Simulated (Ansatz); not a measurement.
The first iterations of a band of CH7BO2Si (12 atoms, charge 0, multiplicity 1).

All numbers below come from RHF/def2-SVP (Ansatz 0.2.0).

- movable images: 5
- climbing image: yes
- spring: 5.0 eV/Å²
- optimiser: quadratic models (default)
- start path: through a guess of the saddle point
- force threshold: 0.03 eV/Å
- iteration limit: 60
- end points: as typed, not relaxed

Image 0:

```xyz
12
Properties=species:S:1:pos:R:3
O -1.419 1.835 1.168
C -0.621 0.775 1.018
B -0.156 0.683 -0.503
O -0.376 -0.479 -1.307
Si 0.899 -1.559 -1.175
H -1.741 1.914 2.108
H 0.297 0.899 1.682
H -1.118 -0.139 1.282
H 0.456 1.611 -0.933
H 2.119 -0.897 -1.636
H 1.072 -1.946 0.270
H 0.665 -2.752 -1.940
```

Image 6:

```xyz
12
Properties=species:S:1:pos:R:3
O -1.419 1.835 1.168
C -0.621 0.775 1.018
B -0.156 0.683 -0.503
O -0.376 -0.479 -1.307
Si 0.899 -1.559 -1.175
H -1.741 1.914 2.108
H 0.297 0.899 1.682
H -1.118 -0.139 1.282
H -1.105 -0.119 -1.872
H 2.119 -0.897 -1.636
H 1.072 -1.946 0.270
H 0.665 -2.752 -1.940
```

| iteration | highest image above the first end (eV) | largest band force component (eV/Å) |
| --- | --- | --- |
| 1 | 6.508 | 5.620 |
| 2 | 6.260 | 2.770 |
| 3 | 6.260 | 1.724 |
| 4 | 6.260 | 1.148 |
| 5 | 6.260 | 1.358 |
| 6 | 6.260 | 0.858 |
| 7 | 6.260 | 0.616 |
| 8 | 6.260 | 0.984 |
| 9 | 6.260 | 1.377 |
| 10 | 6.260 | 0.507 |
| 11 | 6.260 | 0.446 |
| 12 | 6.260 | 0.733 |
| 13 | 6.260 | 0.612 |
| 14 | 6.260 | 0.553 |
| 15 | 6.260 | 4.557 |
| 16 | 6.260 | 3.103 |
| 17 | 6.260 | 1.095 |
| 18 | 6.260 | 0.536 |
| 19 | 6.260 | 0.466 |
| 20 | 6.260 | 0.580 |

Q: Does the band converge within its limit, and where does its top end?

A: It did not converge within its limit. It ended after 60 iterations with the highest image 6.260 eV above the first end. The band didn't meet its force threshold, so its energies are provisional: the largest band force was still 0.09 eV/Å, and over the last iterations the top stayed at 6.26 eV. Neighbouring images lie up to 1.9 Å apart, so the band is torn or far too coarse. The end points aren't both relaxed to the band's threshold either. Inner images lie below an end point, which means an intermediate or an end that isn't the lowest structure nearby. The orbitals stay closed-shell, which can raise the energy where a bond breaks towards radicals; this wasn't checked here.

The run took 3.6 min on 2 threads of Intel(R) Xeon(R) 6975P-C (Granite Rapids), with other jobs on the host, peak memory 0.24 GiB.
